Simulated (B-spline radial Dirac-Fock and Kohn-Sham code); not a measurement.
## Binding energies of Sm⁶⁺ at several levels of theory

System: Sm⁶⁺, [Kr] 4d10 4f4 5s2 5p4.

The density-functional columns are spherical, spin-unpolarised Dirac-Kohn-Sham results without Breit or QED terms: −ε is minus the orbital energy of the initial state and ΔSCF the difference of two total energies. The reference in the last column comes from Dirac-Fock energy differences between relaxed states, corrected for Breit and QED terms. All numbers are from a radial atomic solver, in eV; a selection of levels is shown. The Kohn-Sham columns are given as differences from the reference. For the 1s level of heavy atoms much of the gap between ΔSCF and the reference is the Breit and QED part, -194.3 eV here; for other levels the error of the functional can be larger.

| level | PBE −ε − DF | PBE ΔSCF − DF | LDA −ε − DF | LDA ΔSCF − DF | Dirac-Fock |
| --- | --- | --- | --- | --- | --- |
| K | -216.8 | +227.8 | -261.8 | +181.4 | 46929.6 |
| L1 | -136.9 | -53.7 | -142.9 | -59.4 | 7839.8 |
| L2 | -103.7 | +0.8 | -106.2 | -1.6 | 7409.7 |
| L3 | -110.9 | -15.9 | -112.6 | -17.5 | 6814.1 |
| M1 | -71.5 | -43.0 | -73.1 | -44.5 | 1828.3 |
| M2 | -58.0 | -28.1 | -58.6 | -28.6 | 1644.0 |
| M3 | -57.3 | -29.0 | -57.7 | -29.3 | 1521.2 |
| M4 | -38.1 | -5.6 | -37.8 | -5.3 | 1205.5 |
| M5 | -38.7 | -6.8 | -38.4 | -6.5 | 1179.6 |
| N1 | -35.0 | -20.7 | -35.7 | -21.4 | 453.0 |
| N2 | -28.1 | -14.0 | -28.4 | -14.2 | 380.4 |
| N4 | -15.3 | -2.0 | -15.2 | -1.9 | 232.0 |
| N5 | -15.3 | -2.2 | -15.3 | -2.1 | 227.2 |
| N6,7 | -8.8 | +2.9 | -8.4 | +3.3 | 93.15 |
| O1 | -8.3 | -0.1 | -8.0 | +0.3 | 125.4 |
| O2,3 | -6.0 | +1.5 | -5.7 | +1.8 | 99.86 |

Values without a named source are computed, but for edge energies of neutral atoms, which are taken from tables.
